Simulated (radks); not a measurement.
Results of a calculation; reference values are marked as such.
Task: Orbital eigenvalues (eV) of neutral bromine, [Ar] 3d10 4s2 4p5, of relativity; Dirac values are averaged over j with weights 2j + 1. Spin-unpolarised spherical Kohn-Sham, PBE, point nucleus unless stated (finite: rms radius 4.1629 fm), a radial shooting solver on a logarithmic mesh with Libxc functionals. A level marked "c x" has the speed of light scaled by that factor and shares open shells by 2j + 1; other Dirac levels either fill j = l - 1/2 first or share by 2j + 1.

shell  non-rel.
1s       -13088
2s      -1681.6
2p      -1515.8
3s      -229.66
3p      -171.67
3d      -68.349
4s      -19.421
4p      -7.8957

Give the values at the level "Dirac, c x 100".

Result: 
shell  Dirac, c x 100  change of magnitude (%)
1s             -13088                    0.00
2s            -1681.6                    0.00
2p            -1515.8                    0.00
3s            -229.67                    0.00
3p            -171.67                    0.00
3d            -68.349                    0.00
4s            -19.421                    0.00
4p            -7.8957                    0.00
